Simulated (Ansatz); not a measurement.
`CNBOCF`, relaxed with RKS PBE0-D4/def2-TZVP in Ansatz from a PBE-D4/def2-SVP geometry. The force threshold is 0.005 eV/Å; the program also tests the step.

Charge 0, multiplicity 1.

Start:

```xyz
13

C     2.026   -0.178   -0.647
N     0.691   -0.024   -0.105
B    -0.444    0.412   -0.810
O    -1.707    0.505   -0.221
C    -1.981   -0.064    1.003
F    -1.168    0.458    2.015
H     2.758    0.508   -0.167
H     2.013    0.048   -1.731
H     2.411   -1.215   -0.525
H     0.615   -0.168    0.906
H    -0.373    0.718   -1.985
H    -1.804   -1.167    0.993
H    -3.035    0.166    1.273
```

```
step  energy (eV)  largest force (eV/Å)  largest move (Å)
   1   -9114.1487                 0.639             0.000
   2   -9114.2005                 0.202             0.034
   3   -9114.2073                 0.063             0.037
   4   -9114.2081                 0.035             0.024
   5   -9114.2082                 0.073             0.031
   6   -9114.2088                 0.011             0.029
   7   -9114.2089                 0.004             0.002
```

End:

```xyz
13

C     2.010   -0.190   -0.658
N     0.689   -0.044   -0.096
B    -0.431    0.413   -0.788
O    -1.690    0.501   -0.218
C    -1.971   -0.059    0.998
F    -1.260    0.562    2.012
H     2.733    0.471   -0.170
H     1.978    0.068   -1.717
H     2.376   -1.217   -0.572
H     0.635   -0.214    0.897
H    -0.343    0.745   -1.933
H    -1.695   -1.120    1.032
H    -3.031    0.085    1.213
```

It took 17 s on 4 threads of an Intel Xeon 6975P-C on a shared host, with 0.65 GiB of host memory at the peak.
